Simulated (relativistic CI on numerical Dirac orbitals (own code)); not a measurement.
## Eu XXXI: sensitivity of the levels to the model

Base calculation: Dirac-Coulomb-Breit CI, orbitals from a KLI potential per configuration, model QED, unscaled Slater integrals.

CI space (outside the closed core [Ar] 3d10): 4s2 4p3, 4s 4p4, 4s2 4p2 4d, 4p5, 4s 4p3 4d, 4s2 4p2 4f, 4s 4p3 4f, 4p4 4d, 4s 4p2 4d2, 4s2 4p 4d 4f, 4p4 4f, 4s2 4p2 5s, 4p3 4d 4f, 4s 4p2 4f2, 4p4 5s, 4s2 4p2 5p, 4s 4p2 4d 5s, 4s2 4p 4f 5s, 4s 4p3 5s, 4s2 4p2 5d, 4s 4p3 5p, 4s2 4p2 5f, 4s2 4p2 5g, 4s 4p3 5d, 4p3 4f 5s, 4s2 4p2 6s, 4s 4p3 5f, 4s2 4p 4d2, 4s2 4d3, 4s 4p 4d3, 4s2 4d2 4f, 4s 4p 4d2 4f, 4s2 4d2 5s, 4p3 4d2, 4p2 4d3, 4p2 4d2 4f, 4p2 4d2 5s, 4s2 4p 4f2, 4s2 4d 4f2, 4s 4p 4d 4f2, 4s2 4f3, 4s 4p 4f3, 4s2 4f2 5s, 4p3 4f2, 4p2 4d 4f2, 4p2 4f3, 4p2 4f2 5s, 4s 4p2 4d 4f, 4s 4p 4d 4f 5s, 4s2 4p 4d 5s, 4s 4p 4d2 5s, 4s2 4d 4f 5s, 4s2 4d 5s2, 4p3 4d 5s, 4p2 4d 4f 5s, 4p2 4d 5s2, 4s 4p2 4f 5s, 4s 4p 4f2 5s, 4s 4p 4f 5s2, 4s2 4p 5s2, 4s 4p 4d 5s2, 4s2 4f 5s2. Double excitations out of closed p, d and f shells are left out; levels of such configurations are missing from the list, as are those of other unlisted configurations, and high levels can miss mixing partners. These lack a partner that the ground configuration has and come out too high: 4s2 4p2 5p, 4s2 4p2 5d, 4s 4p3 5p, 4s2 4p2 5f, 4s2 4p2 5g.

Variants: (1) QED terms removed. Shifts of the energy above 4s2 4p3 2P°_3/2, in cm⁻¹, for the lowest level and the first level of each name with at least 55 % of one term (blank where a level changes its place among those of its configuration and J or its character, or is not in the variant):

```
            Level     Base   Δ(1)
  4s2 4p3 2P°_3/2        0      0
  4s2 4p3 2D°_5/2   315422   -442
  4s2 4p3 2P°_1/2   359686   -427
    4s 4p4 4P_5/2   839887  +4307
4s2 4p2 4d 4D_1/2  1198867  +1091
4s2 4p2 4d 2P_1/2  1460547
```

At this charge energies of transitions that change n are usually good to better than 1 %, and those within a shell (Δn = 0) to a few per cent.

Ionisation energy from the two ground configurations alone: base 1166.56 eV. The NIST ASD value (theoretical) is 1167 eV.

LS names give the leading component of a level, which can be under half, so a name can repeat, a term be missing and a line seem to break the LS rules.
